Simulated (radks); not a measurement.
All-electron atom: Se in [Ar] 3d10 4s2 4p2 5s2 (not the ground configuration). All-electron calculation, non-relativistic Kohn-Sham, exchange-only r2SCAN, spin-polarised, spherical densities, point nucleus; open shells are filled with parallel spins first; meta-GGA in the generalised Kohn-Sham scheme. Program: a radial shooting solver on a logarithmic mesh with Libxc functionals. Some entries of the table are withheld. Estimate them.

orbital  occ.  eigenvalue (eV)  <1/r> (bohr^-1)  <r> (bohr)
1s up       1        -12345.36            33.49     0.04500
1s down     1        -12345.18            33.49     0.04500
2s up       1        -1585.787            7.422      0.1997
2s down     1        -1585.766            7.422      0.1997
2p up       3        -1422.724            7.381      0.1728
2p down     3        -1422.588            7.381      0.1728
3s up       1        -222.6711            2.433      0.5834
3s down     1        -222.5021            2.432      0.5834
3p up       3        -165.6966            2.311      0.5934
3p down     3        -165.4845            2.311      0.5931
3d up       5         -65.5946            2.035      0.6279
3d down     5         -65.2692            2.041      0.6242
4s up       1         -26.8428           0.7494       1.746
4s down     1         -23.1807           0.7614       1.733
4p up       2         -14.9777           0.6404       2.029
4p down     0         -11.3824           0.6336       2.085
5s up       1          -2.6455              (1)       5.295
5s down     1          -2.5039              (2)       5.539
5p up       0          -0.7512           0.1960         (3)
5p down     0          -0.7167           0.1918         (4)
4d up       0          -0.6810              (5)       4.306

Answer. 
(1) 5s up <1/r> (bohr^-1): 0.2375
(2) 5s down <1/r> (bohr^-1): 0.2236
(3) 5p up <r> (bohr): 6.412
(4) 5p down <r> (bohr): 6.683
(5) 4d up <1/r> (bohr^-1): 0.3148
